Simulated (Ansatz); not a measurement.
The same path of F3HHfO + H2 (8 atoms, charge 0, multiplicity 1) was run twice with different band settings. Lost on the way: H7–H8. Made: Hf1–H7, O2–H8.

Theory: Ansatz, RKS PBE0-D4/def2-SVP.

Relaxed end points:

```xyz
8
Properties=species:S:1:pos:R:3
Hf -0.144 0.114 0.071
O -0.449 0.183 1.955
H -0.633 0.260 2.888
F 1.707 0.350 -0.361
F -1.079 1.574 -0.726
F -0.850 -1.484 -0.717
H 1.353 -2.290 0.902
H 1.154 -1.975 1.566
```

```xyz
8
Properties=species:S:1:pos:R:3
Hf 0.367 -0.215 -0.149
O -0.379 -0.457 2.049
H -1.059 -1.136 2.153
F 0.981 -0.289 -1.952
F 0.349 1.655 0.256
F -1.225 -1.308 -0.239
H 1.834 -1.036 0.632
H 0.192 -0.483 2.827
```

Common settings: movable images 5; climbing image yes; spring 5.0 eV/Å²; optimiser quadratic models (default); start path through a guess of the saddle point; iteration limit 60; end points relaxed.

| run | force threshold |
| --- | --- |
| 1 | 0.05 eV/Å |
| 2 | 0.5 eV/Å |

Task: What does each run give, and how far can it be trusted?

Result: Run 1: converged after 24 iterations, highest image 1.214 eV above the first end. A vibrational analysis at the climbing image gives one clearly imaginary mode, 1044i cm⁻¹: a first-order saddle point.
Run 2: converged after 10 iterations, highest image 1.242 eV above the first end. The threshold of 0.5 eV/Å is loose, so the images may lie well off the minimum-energy path. The order of the stationary point at the top wasn't checked.
The orbitals stay closed-shell, which can raise the energy where a bond breaks towards radicals; this wasn't checked here.
